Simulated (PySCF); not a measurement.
C₇H₁₀O₂.
Atom-mapped SMILES: `[CH2:1]=[C:2]1[CH2:3][C@@H:4]([C:5](=[O:6])[OH:7])[C@@H:8]1[CH3:9]` (hydrogens: H10, H11 on C1; H12, H13 on C3; H14 on C4; H15 on O7; H16 on C8; H17, H18, H19 on C9)

Level: CAM-B3LYP/def2-SVPD in PySCF, non-relativistic, on one gas-phase PBE0-D3(BJ)/def2-SVP geometry that isn't relaxed in the solvent. The solvent is an IEF-PCM continuum (van der Waals radii × 1.2), and excitations are vertical TDDFT with non-equilibrium linear response and a frozen core. Only the electrostatic response of the medium enters.

Gas-phase singlets (H = HOMO, L = LUMO):

```csv
state,E (eV),λ (nm),f,leading configuration
S1,5.880,211,0.002,H-1→L+1 87%
S2,6.903,180,0.331,H→L 60%
S3,7.064,176,0.097,H→L+1 44%
S4,7.231,171,0.005,H→L+1 47%
S5,7.484,166,0.012,H-2→L+2 30%
```

Give the list for dimethylsulfoxide (ε = 46.83), n² = 2.19.

| state | E (eV) | λ (nm) | f | leading configuration | change by rank (eV) |
| --- | --- | --- | --- | --- | --- |
| S1 | 5.999 | 207 | 0.004 | H-1→L+1 74% | +0.119 |
| S2 | 6.763 | 183 | 0.488 | H→L 59% | -0.140 |
| S3 | 7.041 | 176 | 0.061 | H→L+1 59% | -0.023 |
| S4 | 7.199 | 172 | 0.022 | H→L+3 48% | -0.032 |
| S5 | 7.413 | 167 | 0.005 | H-2→L 40% | -0.071 |

How does the list change in water (ε = 78.36)?

| state | E (eV) | λ (nm) | f | leading configuration | change by rank (eV) |
| --- | --- | --- | --- | --- | --- |
| S1 | 6.002 | 207 | 0.004 | H-1→L+1 73% | +0.122 |
| S2 | 6.802 | 182 | 0.455 | H→L 59% | -0.101 |
| S3 | 7.047 | 176 | 0.060 | H→L+1 60% | -0.017 |
| S4 | 7.206 | 172 | 0.025 | H→L+3 50% | -0.025 |
| S5 | 7.415 | 167 | 0.005 | H-2→L 39% | -0.069 |

The ground-state energy changes by -0.321 eV from gas to water. By how much does the total energy of gas-phase S1 change?

E(S1) = E(S0) + excitation energy, so it changes by -0.321 + 0.122 = -0.199 eV: it is lowered less than the ground state, which is what a blue shift means. This is the vertical state, with the slow part of the continuum still set for S0.

How do the frontier levels move from gas to water?

| orbital | gas (eV) | solvent (eV) | change (eV) |
| --- | --- | --- | --- |
| LUMO+2 | 1.30 | 1.48 | +0.18 |
| LUMO+1 | 1.09 | 1.10 | +0.01 |
| LUMO | 0.89 | 1.05 | +0.16 |
| HOMO | -8.60 | -8.53 | +0.07 |
| HOMO-1 | -9.70 | -9.78 | -0.08 |
| HOMO-2 | -10.29 | -10.11 | +0.18 |
| HOMO-3 | -10.78 | -10.70 | +0.08 |

The HOMO–LUMO gap goes from 9.50 to 9.58 eV. Rows go by rank; for LUMO and LUMO+1 the atom shares or the degeneracy differ between the runs, so the row needn't follow one orbital.

Shape of the structure used: `[CH2:1]=[C:2]1[CH2:3][C@@H:4]([C:5](=[O:6])[OH:7])[C@@H:8]1[CH3:9]`: C3–C4–C5–O6 9°, H–O7–C5–C4 -177°.
